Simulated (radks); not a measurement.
Effect of the nuclear size on the gallium ion Ga3+, [Ar] 3d10. Calculated with a radial shooting solver on a logarithmic mesh with Libxc functionals: Dirac Kohn-Sham, BLYP, spin-unpolarised, spherical densities, finite nucleus; Fermi nuclear charge, rms radius 3.9973 fm. The rms radius is varied about that value; shifts are against it.

| rms radius (fm) | total energy shift (eV) | density at nucleus (e/bohr^3) | 1s1/2 shift (meV) | 2s1/2 shift (meV) | 3s1/2 shift (meV) | 4s1/2 (empty) shift (meV) |
|---|---|---|---|---|---|---|
| 3.5576 | -0.0586 | 2.843e+04 | -24.9 | -2.42 | -0.369 | -0.040 |
| 3.7814 | -0.0296 | 2.833e+04 | -12.6 | -1.22 | -0.186 | -0.020 |
| 3.9973 | 0 | 2.823e+04 | 0.000 | 0.000 | 0.000 | 0.000 |
| 4.393 | 0.0582 | 2.807e+04 | 24.8 | 2.40 | 0.367 | 0.040 |
| 4.6609 | 0.101 | 2.798e+04 | 42.8 | 4.15 | 0.633 | 0.069 |

Slopes of the eigenvalues against <r^2> in GHz/fm^2, as finite differences over the two radii next to the reference (eigenvalue slopes, not the field-shift constants of lines): 1s1/2 1810, 2s1/2 175, 3s1/2 26.7, 4s1/2 (empty) 2.92.
